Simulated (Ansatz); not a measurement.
`C[B](C)[ZnH]` + CH₃SH → `C[S][ZnH]` + `CBC` at 400 K and 1 bar (cleavage of the Zn–B bond).

Gas-phase electronic energies from Ansatz, PBE0-D4/def2-TZVP geometries. CCSD(T)/CBS adds triple-zeta CCSD(T) − MP2 to the extrapolated MP2 energy (def2 sets, frozen cores). This one scheme is used for every species. For Zn outer-core shells are correlated without core-valence functions, which leaves a few kJ/mol of doubt a bond. Scalar relativity is left out up to krypton.

| species | CCSD(T)/CBS energy (Eh) | H − E (kJ/mol) | S (J/(mol·K)) |
| --- | --- | --- | --- |
| `C[B](C)[ZnH]` | -1883.46486 | 248.6 | 395.3 |
| CH₃SH | -438.22835 | 138.7 | 269.4 |
| `C[S][ZnH]` | -2216.62619 | 142.9 | 337.5 |
| `CBC` | -105.11307 | 246.9 | 312.0 |

H − E and S are ideal-gas, rigid-rotor, harmonic terms from PBE0-D4/def2-TZVP, for one conformer and one mirror image of each species. 1 Eh = 2625.50 kJ/mol, R = 8.31446 J/(mol·K).

Problem. By hand: ΔE, ΔH, ΔS and ΔG.

Solution. ΔE = (-2216.62619) + (-105.11307) − (-1883.46486) − (-438.22835) = -0.04605 Eh = -120.9 kJ/mol. Δ(H − E) = 142.9 + 246.9 − 248.6 − 138.7 = 2.5, so ΔH = -118.4 kJ/mol. ΔS = 337.5 + 312.0 − 395.3 − 269.4 = -15.2 J/(mol·K). ΔG = -118.4 − 400 × (-15.2)/1000 = -112.3 kJ/mol.

Problem. By hand: the equilibrium constant, and the temperature at which ΔG would vanish if ΔH and ΔS stayed fixed.

Solution. log₁₀ K = −ΔG/(RT ln 10) = 14.7. ΔG = 0 at ΔH/ΔS = 7789 K, far beyond where these terms or the molecules hold.

ΔH outweighs TΔS. A doubt of 5 kJ/mol in ΔE shifts log₁₀ K by 0.7 here. Other conformers and mirror images would add mixing entropy, several J/(mol·K) or more a flexible species. Modes under 60 cm⁻¹, often nearly free rotors, make the harmonic entropy too high. These are equilibria of isolated gas molecules and say nothing of rates. Largest T1 diagnostic: 0.014 (customary marks: 0.02 for closed shells, 0.045 for open ones).
